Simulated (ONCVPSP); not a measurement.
## What one change does to a pseudopotential (silicon (Si), ONCV)

ONCVPSP 4.0.1 input, shortened (lines: element, Z, core and valence counts, functional; n l f; lmax; l rc ep ncon nbas qcut; lloc lpopt rc5 dvloc0; l nproj debl; icmod fcfact rcfact), Wu-Cohen, scalar-relativistic:

```
  Si 14.00    3    2  -118130      upf
    1    0    2.00
    2    0    2.00
    2    1    6.00
    3    0    2.00
    3    1    2.00
    1
    0    1.70    0.00    4    7    4.40
    1    2.40    0.00    4    8    2.80
    4    5    1.60   -1.00
    0    2    0.70
    1    2    0.80
    3    5.25    1.45
```

All-electron outer shells of the reference configuration (Wu-Cohen, scalar-relativistic, ld1.x):

```
shell  level (eV)  outermost node (bohr)  outermost maximum (bohr)
   2s     -139.23                   0.15                      0.45
   2p      -95.56                      –                      0.39
   3s      -10.78                   0.72                      1.77
   3p       -4.05                   0.72                      2.17
```

Change: functional PBEsol.

Cutoffs: the cutoffs (Ha) at which the residual kinetic energy of the hardest occupied pseudo-wave falls to 1 and 0.1 mHa per electron; they do not see the model core or the augmentation charge, which bear on the density cutoff. Errors are all-electron minus pseudo energies relative to the spin-unpolarised reference configuration.

Problem. How do hardness, ghosts and transferability respond?

Solution. The potential gets neither clearly harder nor softer (8.0 Ha and 12 Ha → 8.0 Ha and 12 Ha); of the 4 tests that both files solve, the error grows in 1 and shrinks in 2 by more than 15 % and 0.3 meV (median size 7.3 → 6.0 meV); neither file shows a bound ghost.

```csv
quantity,base,changed
"cutoff, loose",8.0 Ha,8.0 Ha
"cutoff, tight",12 Ha,12 Ha
loose cutoff by channel,"s 8.0 Ha, p 3.2 Ha","s 8.0 Ha, p 3.1 Ha"
bound ghosts,none,none
GHOST(+) flags under 300 eV,s at 107.2 eV,s at 106.9 eV
"error for 3s2 3p1, meV [ΔE 7.72 eV]",+0.5,+1.0
"error for 3s2 3p0, meV [ΔE 23.71 → 23.68 eV]",+3.5,+2.7
"error for 3s1 3p0, meV [ΔE 57.66 → 57.58 eV]",-65,-64
"error for 3s0 3p4, meV [ΔE 13.76 → 13.74 eV]",-11,-9.3
s: phases at 1.73 bohr within 0.05 rad from the reference energy up to (Ha; the scan ends near 5),2.9,2.9
p: phases at 2.44 bohr within 0.05 rad from the reference energy up to (Ha; the scan ends near 5),2.0,2.0
"rms error of d²Exc/dni dnj with the model core, mHa",1.63,1.64
```
